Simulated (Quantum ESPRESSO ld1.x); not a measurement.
Question: The sulfur ion S2+, 14 electrons, occupied as [Ne] 3s2 3p2. Method: non-relativistic Kohn-Sham, PBEsol, spin-unpolarised, spherical densities, point nucleus; computed with ld1.x of Quantum ESPRESSO 7.5. Some entries of the table are withheld. Estimate them.

orbital,occ.,eigenvalue (eV),<1/r> (bohr^-1)
1s,2,-2419.84,15.54
2s,2,-235.656,(1)
2p,6,(2),(3)
3s,2,-39.1807,0.8689
3p,2,(4),(5)
3d,0,-13.0422,0.5257
4s,0,-11.5329,0.3391

Answer: 
(1) 2s <1/r> (bohr^-1): 3.045
(2) 2p eigenvalue (eV): -182.071
(3) 2p <1/r> (bohr^-1): 2.955
(4) 3p eigenvalue (eV): -27.9446
(5) 3p <1/r> (bohr^-1): 0.7640
